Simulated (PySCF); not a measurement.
C6H9FO2 (SMILES C=C(F)C(=O)OC(C)C), singlet, at a GFN2-xTB geometry; CISD/3-21G (PySCF).

Here is a job for PySCF.
```python
from pyscf import gto, scf, ci

mol = gto.Mole()
mol.atom = '''
    C     3.070273   -0.015670   -0.324787
    C     1.825651   -0.466486   -0.300866
    F     1.530169   -1.724483   -0.674181
    C     0.656477    0.356213    0.130292
    O     0.766916    1.501223    0.495412
    O    -0.473705   -0.327784    0.065540
    C    -1.685331    0.342965    0.453589
    C    -2.653718   -0.732057    0.922625
    C    -2.227733    1.137097   -0.729505
    H     3.891679   -0.633265   -0.640765
    H     3.265063    0.995468   -0.019208
    H    -1.438394    1.030143    1.273522
    H    -2.223294   -1.294620    1.746847
    H    -2.865290   -1.418789    0.107338
    H    -3.580665   -0.272842    1.253179
    H    -3.155311    1.627147   -0.448354
    H    -2.415777    0.471948   -1.569218
    H    -1.508934    1.895274   -1.031422
'''
mol.basis = '3-21g'
mol.charge = 0
mol.spin = 0
mol.verbose = 4
mol.build()

mf = scf.RHF(mol)
mf.kernel()

myci = ci.CISD(mf)
myci.kernel()
print('E(CISD) = %.10f' % myci.e_tot)
```

The log (banner, timings and long lists left out):

```
PySCF version 2.14.0

[INPUT] verbose = 4
[INPUT] num. atoms = 18
[INPUT] num. electrons = 70
[INPUT] charge = 0
[INPUT] spin (= nelec alpha-beta = 2S) = 0
[INPUT] symmetry False subgroup None
[INPUT] Mole.unit = angstrom
[INPUT] Symbol           X                Y                Z      unit          X                Y                Z       unit  Magmom
[INPUT]  1 C      3.070273000000  -0.015670000000  -0.324787000000 AA    5.801975097647  -0.029612008372  -0.613758478819 Bohr   0.0
[INPUT]  2 C      1.825651000000  -0.466486000000  -0.300866000000 AA    3.449980389038  -0.881530780944  -0.568554340193 Bohr   0.0
[INPUT]  3 F      1.530169000000  -1.724483000000  -0.674181000000 AA    2.891600334300  -3.258800576468  -1.274017448385 Bohr   0.0
[INPUT]  4 C      0.656477000000   0.356213000000   0.130292000000 AA    1.240561737076   0.673145012010   0.246216196222 Bohr   0.0
[INPUT]  5 O      0.766916000000   1.501223000000   0.495412000000 AA    1.449261200547   2.836900321898   0.936192998823 Bohr   0.0
[INPUT]  6 O     -0.473705000000  -0.327784000000   0.065540000000 AA   -0.895172713837  -0.619421988014   0.123852650204 Bohr   0.0
[INPUT]  7 C     -1.685331000000   0.342965000000   0.453589000000 AA   -3.184814019239   0.648109920311   0.857158983115 Bohr   0.0
[INPUT]  8 C     -2.653718000000  -0.732057000000   0.922625000000 AA   -5.014800231829  -1.383387237571   1.743508565677 Bohr   0.0
[INPUT]  9 C     -2.227733000000   1.137097000000  -0.729505000000 AA   -4.209805248656   2.148801907065  -1.378564656501 Bohr   0.0
[INPUT] 10 H      3.891679000000  -0.633265000000  -0.640765000000 AA    7.354207474721  -1.196697414273  -1.210870360207 Bohr   0.0
[INPUT] 11 H      3.265063000000   0.995468000000  -0.019208000000 AA    6.170074849451   1.881161885769  -0.036297859401 Bohr   0.0
[INPUT] 12 H     -1.438394000000   1.030143000000   1.273522000000 AA   -2.718170719218   1.946688139138   2.406607793608 Bohr   0.0
[INPUT] 13 H     -2.223294000000  -1.294620000000   1.746847000000 AA   -4.201416754389  -2.446477235384   3.301062411518 Bohr   0.0
[INPUT] 14 H     -2.865290000000  -1.418789000000   0.107338000000 AA   -5.414613367455  -2.681122638546   0.202839422759 Bohr   0.0
[INPUT] 15 H     -3.580665000000  -0.272842000000   1.253179000000 AA   -6.766476193816  -0.515596655279   2.368165095056 Bohr   0.0
[INPUT] 16 H     -3.155311000000   1.627147000000  -0.448354000000 AA   -5.962673627828   3.074862194408  -0.847266266853 Bohr   0.0
[INPUT] 17 H     -2.415777000000   0.471948000000  -1.569218000000 AA   -4.565156908023   0.891852465036  -2.965392249738 Bohr   0.0
[INPUT] 18 H     -1.508934000000   1.895274000000  -1.031422000000 AA   -2.851472000044   3.581548791009  -1.949105098851 Bohr   0.0

nuclear repulsion = 464.830854134448
number of shells = 63
number of NR pGTOs = 162
number of NR cGTOs = 99
basis = 3-21g
ecp = {}

******** <class 'pyscf.scf.hf.RHF'> ********
method = RHF
initial guess = minao
damping factor = 0
level_shift factor = 0
DIIS = <class 'pyscf.scf.diis.CDIIS'>
diis_start_cycle = 1
diis_space = 8
diis_damp = 0
SCF conv_tol = 1e-09
SCF conv_tol_grad = None
SCF max_cycles = 50
direct_scf = True
direct_scf_tol = 1e-13
Set gradient conv threshold to 3.16228e-05
Initial guess from minao.
init E= -480.711057658729
  HOMO = -0.268316195939435  LUMO = -0.000647352854158179  gap/eV = 7.28364
cycle= 1 E= -478.71859528348  delta_E= 1.99  |g|= 0.954  |ddm|=  4.1
  HOMO = -0.376934954466188  LUMO = 0.0395587359253895  gap/eV = 11.33337
cycle= 2 E= -478.859870713921  delta_E= -0.141  |g|= 0.68  |ddm|=  1.5
  HOMO = -0.399559289135058  LUMO = 0.0872294645206511  gap/eV = 13.24620
cycle= 3 E= -478.941309138175  delta_E= -0.0814  |g|= 0.0929  |ddm|= 0.715
  HOMO = -0.390186474566051  LUMO = 0.102098618174231  gap/eV = 13.39576
cycle= 4 E= -478.943854995395  delta_E= -0.00255  |g|= 0.0494  |ddm|= 0.142
  HOMO = -0.391855402329945  LUMO = 0.101808454987164  gap/eV = 13.43328
cycle= 5 E= -478.944422817664  delta_E= -0.000568  |g|= 0.0106  |ddm|= 0.0584
  HOMO = -0.392735447481662  LUMO = 0.100915172732987  gap/eV = 13.43292
cycle= 6 E= -478.94449839666  delta_E= -7.56e-05  |g|= 0.00525  |ddm|= 0.0265
  HOMO = -0.392272617065839  LUMO = 0.101541444627485  gap/eV = 13.43737
cycle= 7 E= -478.944518222787  delta_E= -1.98e-05  |g|= 0.00154  |ddm|= 0.0169
  HOMO = -0.392228890236761  LUMO = 0.101637628186442  gap/eV = 13.43879
cycle= 8 E= -478.944519929896  delta_E= -1.71e-06  |g|= 0.000549  |ddm|= 0.00426
  HOMO = -0.392270157099974  LUMO = 0.101579533125564  gap/eV = 13.43833
cycle= 9 E= -478.944520100121  delta_E= -1.7e-07  |g|= 0.00016  |ddm|= 0.00127
  HOMO = -0.392261006802441  LUMO = 0.101575392839374  gap/eV = 13.43797
cycle= 10 E= -478.94452011606  delta_E= -1.59e-08  |g|= 5.12e-05  |ddm|= 0.000375
  HOMO = -0.392257108380644  LUMO = 0.101576684058889  gap/eV = 13.43790
cycle= 11 E= -478.944520117452  delta_E= -1.39e-09  |g|= 1.64e-05  |ddm|= 0.000116
  HOMO = -0.392258936910708  LUMO = 0.101574344879968  gap/eV = 13.43789
cycle= 12 E= -478.944520117614  delta_E= -1.61e-10  |g|= 6.18e-06  |ddm|= 3.71e-05
  HOMO = -0.392258202724191  LUMO = 0.101575077601264  gap/eV = 13.43789
Extra cycle  E= -478.944520117636  delta_E= -2.22e-11  |g|= 3.1e-06  |ddm|= 1.23e-05
converged SCF energy = -478.944520117636

******** <class 'pyscf.ci.cisd.RCISD'> ********
CISD nocc = 35, nmo = 99
max_cycle = 50
direct = 0
conv_tol = 1e-09
max_cycle = 50
max_space = 12
lindep = 0
nroots = 1
Init t2, MP2 energy = -0.906932847833335
RCISD converged
E(RCISD) = -479.7072068528441  E_corr = -0.762686735208451
E(CISD) = -479.7072068528
```
